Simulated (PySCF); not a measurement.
## Stretching MgIn

Set-up: basis Mg def2-SVPD, In def2-SVPD with ECP28; scalar-relativistic core potentials; PySCF 2.14. Energies in eV from Mg + In in their ground configurations at the same level. State: ²Π (doublet), unpaired electrons π ↑.

```
R (Å)   r²SCAN
2.607  -0.3207
2.728  -0.4510
2.849  -0.5140
2.940  -0.5302
3.031  -0.5274
3.122  -0.5110
3.243  -0.4751
3.395  -0.4178
3.577  -0.3431
3.819  -0.2498
```

Problem. Put a parabola through the three lowest points of the r²SCAN curve and estimate Re, k and ωe (reduced mass 19.84 u; 1 eV/Å² = 0.16022 mdyn/Å; ωe = 1302.8·√(k/μ) cm⁻¹).

Solution. Through R = 2.849, 2.94, 3.031 Å the second-order coefficient is 1.15 eV/Å², so Re ≈ 2.972 Å, k ≈ 0.368 mdyn/Å and ωe ≈ 177 cm⁻¹. A polynomial fit of higher order to the unrounded r²SCAN energies gives Re = 2.969 Å, k = 0.329 mdyn/Å, ωe = 168 cm⁻¹; anharmonicity and rounding make the difference.

The higher-order fit for each curve: r²SCAN: Re = 2.969 Å, ωe = 168 cm⁻¹, De = 0.53 eV.

Spin–orbit coupling is left out, which matters for elements this heavy, above all for dissociation energies. The state was picked by a PBE0 search and need not be the measured ground state.
